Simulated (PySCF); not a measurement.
`InChI=1S/C6H6ClF/c1-2-4-3-5(8)6(4)7/h2-4,6H,1H2/t4-,6-/m0/s1`

Molfile (atoms numbered from 1):
```
C6H6ClF
     RDKit          3D

 14 14  0  0  0  0  0  0  0  0999 V2000
    2.3435    0.4787    0.3285 C   0  0  0  0  0  0  0  0  0  0  0  0
    1.0307    0.5328    0.4538 C   0  0  0  0  0  0  0  0  0  0  0  0
    0.0963   -0.4742   -0.1252 C   0  0  1  0  0  0  0  0  0  0  0  0
   -1.0165   -0.9207    0.8081 C   0  0  0  0  0  0  0  0  0  0  0  0
   -1.9617   -0.3739    0.0549 C   0  0  0  0  0  0  0  0  0  0  0  0
   -3.2869   -0.2937    0.1387 F   0  0  0  0  0  0  0  0  0  0  0  0
   -1.0504    0.1004   -1.0306 C   0  0  1  0  0  0  0  0  0  0  0  0
   -1.0165    1.8499   -1.3369 Cl  0  0  0  0  0  0  0  0  0  0  0  0
    2.9841    1.2218    0.7702 H   0  0  0  0  0  0  0  0  0  0  0  0
    2.8326   -0.3091   -0.2209 H   0  0  0  0  0  0  0  0  0  0  0  0
    0.5584    1.3317    1.0071 H   0  0  0  0  0  0  0  0  0  0  0  0
    0.6482   -1.2858   -0.6033 H   0  0  0  0  0  0  0  0  0  0  0  0
   -0.9982   -1.4665    1.7301 H   0  0  0  0  0  0  0  0  0  0  0  0
   -1.1642   -0.3918   -1.9966 H   0  0  0  0  0  0  0  0  0  0  0  0
  1  2  2  0
  2  3  1  0
  3  4  1  0
  4  5  2  0
  5  6  1  0
  5  7  1  0
  7  8  1  0
  7  3  1  0
  1  9  1  0
  1 10  1  0
  2 11  1  0
  3 12  1  6
  4 13  1  0
  7 14  1  6
M  END
```

Method used: TDDFT PBE0/def2-SVPD circular dichroism and optical rotation, one conformer, gas phase (PySCF 2.14.0). Geometry: GFN2-xTB.

The molecule is flexible and this is one conformer; a measurement averages over conformers. States above about 7.7 eV (minus the energy of the highest occupied orbital) lie near or above the ionisation threshold and depend on the basis.

Problem. Draw the ECD and absorption spectra from the lowest 12 states, each a Gaussian of half-width 0.2 eV at 1/e height.

Solution. 
```csv
E (eV),λ (nm),Δε (L mol⁻¹ cm⁻¹),ε (L mol⁻¹ cm⁻¹)
5.61,221,0.00,8.63
5.71,217,+0.02,81.9
5.81,213,+0.12,471
5.91,210,+0.41,1650
6.01,206,+0.87,3490
6.11,203,+1.18,4520
6.21,200,+1.33,3780
6.31,197,+2.39,2840
6.41,193,+5.82,3460
6.51,191,+11.91,4850
6.61,188,+18.60,5340
6.71,185,+19.22,5240
6.81,182,+6.12,5790
6.91,179,-13.97,6610
7.01,177,-24.98,6620
7.11,174,-35.04,7040
7.21,172,-72.25,9910
7.31,170,-123.10,13800
7.41,167,-125.01,16600
7.51,165,-60.25,19100
7.61,163,+17.05,21300
```
Δε uses R in velocity form, ε uses f in length form. Only the states computed contribute, so the short-wavelength end is incomplete.
